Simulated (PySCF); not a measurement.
**Highest orbital energy against ionisation energy along group 14**

Calculated with PySCF 2.14, no spin-orbit coupling. Each cell gives −ε(HOMO) / ΔSCF in eV; NIST values include spin-orbit coupling, (s) semi-empirical, (t) theoretical.

```
                                                                               species              UHF              LDA              PBE             PBE0           r2SCAN  NIST (lowest levels)
    C⁺ (x2c-TZVPPall with one added diffuse shell each of s, p, d type, spin-free X2C)  24.872 / 24.167  17.795 / 24.762  17.946 / 24.849  19.789 / 24.831  18.637 / 25.000                24.383
   Si⁺ (x2c-TZVPPall with one added diffuse shell each of s, p, d type, spin-free X2C)  16.197 / 15.825  12.066 / 16.359  12.189 / 16.402  13.327 / 16.422  12.549 / 16.508                16.346
   Ge⁺ (x2c-TZVPPall with one added diffuse shell each of s, p, d type, spin-free X2C)  15.521 / 15.200  11.683 / 15.854  11.684 / 15.741  12.792 / 15.765  12.050 / 15.924                15.935
Sn⁺ (x2c-TZVPPall with one added diffuse shell each of s, p, d, f type, spin-free X2C)  14.004 / 13.721  10.689 / 14.393  10.616 / 14.210  11.614 / 14.245  10.931 / 14.343                14.633
Pb⁺ (x2c-TZVPPall with one added diffuse shell each of s, p, d, f type, spin-free X2C)  13.497 / 13.237  10.346 / 13.960  10.242 / 13.757  11.210 / 13.783  10.542 / 13.847                15.032
```

How far is −ε(HOMO) from ΔSCF on average for each method, and why?

UHF 0.39 eV; LDA -4.55 eV; PBE -4.46 eV; PBE0 -3.26 eV; r2SCAN -4.18 eV. Hartree-Fock orbital energies lack relaxation and so exceed the ΔSCF value; semilocal functionals have convex E(N) from self-interaction, so their HOMO lies far too high; exact exchange moves hybrids part of the way back.
